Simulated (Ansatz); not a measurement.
**Breaking a bond in SnClF (SMILES [F][Sn][Cl])**

The species is SnClF (3 atoms), meant as a singlet with charge 0. SMILES: `[F][Sn][Cl]`. Geometry: relaxed at PBE0-D4/def2-TZVP.

```xyz
3

F    -1.3896    0.2231   -0.7444
Sn    0.1643    0.8981    0.1907
Cl    1.2143   -1.1860    0.5405
```

The F1–Sn2 distance is scanned; the parts on either side stay rigid. Basis STO-3G, 24 core orbitals frozen in the correlated methods; program Ansatz 0.2.0. FCI is exact within this basis and core. Energies in eV from each method's value at 1.935 Å; methods without a U are spin-restricted. The shape above is that at 1.935 Å.

| distance (Å) | BLYP | revPBE | B3LYP | BHLYP | wB97M-V | CCSD | CCSDT(Q) | FCI |
| --- | --- | --- | --- | --- | --- | --- | --- | --- |
| 1.935 | 0.00 | 0.00 | 0.00 | 0.00 | 0.00 | 0.00 | 0.00 | 0.00 |
| 2.419 | 1.75 | 1.68 | 2.00 | 2.26 | 2.23 | 1.66 | 1.65 | 1.66 |
| 2.903 | 3.91 | 3.82 | 4.39 | 4.87 | 4.87 | 2.95 | 3.10 | 3.09 |
| 3.870 | 5.97 | 5.83 | 6.75 | 7.55 | 7.67 | 3.43 | 3.65 | 3.61 |
| 4.838 | 6.29 | 6.15 | 7.20 | 8.15 | 8.45 | 3.44 | 3.67 | 3.62 |

Departure from the FCI curve at its largest: BLYP +2.67 eV at 4.84 Å; revPBE +2.53 eV at 4.84 Å; B3LYP +3.58 eV at 4.84 Å; BHLYP +4.53 eV at 4.84 Å; wB97M-V +4.82 eV at 4.84 Å; CCSD -0.18 eV at 4.84 Å; CCSDT(Q) +0.05 eV at 4.84 Å. Functionals converge differently with the basis, so for them the departure isn't an error alone.
